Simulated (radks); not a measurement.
Neutral promethium inside a hard spherical wall (all orbitals vanish at R), configuration held at [Xe] 4f5 6s2 and not refilled when levels cross. Calculated with a radial shooting solver on a logarithmic mesh with Libxc functionals: scalar-relativistic Kohn-Sham, PBE, spin-polarised, spherical densities, finite nucleus; open shells are filled with parallel spins first (spin-orbit coupling, left out, can overturn this in heavy ions); Fermi nuclear charge, rms radius 4.962 fm. Eigenvalues in eV for spin up, with the zero of energy where the potential of the charges vanishes at infinity; a dash marks a level that is unbound or too diffuse for the functional's potential to be trusted. A positive occupied level is held by the wall or, in an anion where self-interaction has pushed it up, behind a barrier. The pressure on the wall is -dE/dV.

| R (bohr) | E (hartree) | kinetic (hartree) | e(5s) | e(5p) | e(6s) | e(4f) | e(5d, empty) | e(6p, empty) | pressure (GPa) |
|---|---|---|---|---|---|---|---|---|---|
| free | -10020.1236 | 10686.229 | -42.654 | -23.273 | -3.623 | -3.158 | -2.000 | -1.253 | 0 |
| 20 | -10020.1236 | 10686.229 | -42.654 | -23.273 | -3.623 | -3.158 | -2.000 | -1.252 | < 0.0001 |
| 15 | -10020.1236 | 10686.229 | -42.649 | -23.269 | -3.620 | -3.154 | -1.996 | -1.235 | 0.000337 |
| 10 | -10020.1197 | 10686.261 | -42.428 | -23.050 | -3.445 | -2.936 | -1.801 | -0.836 | 0.0831 |
| 8 | -10020.1001 | 10686.375 | -41.825 | -22.459 | -2.877 | -2.341 | -1.258 | 0.185 | 0.762 |
| 6 | -10019.9834 | 10686.876 | -40.078 | -20.776 | -0.499 | -0.579 | 0.501 | 3.982 | 8.35 |
| 4 | -10019.0465 | 10690.413 | -34.237 | -15.215 | 13.413 | 5.918 | 7.905 | 23.253 | 189 |
| 3.5 | -10018.0895 | 10694.011 | -30.312 | -11.238 | 25.308 | 10.641 | 13.536 | 38.213 | 525 |
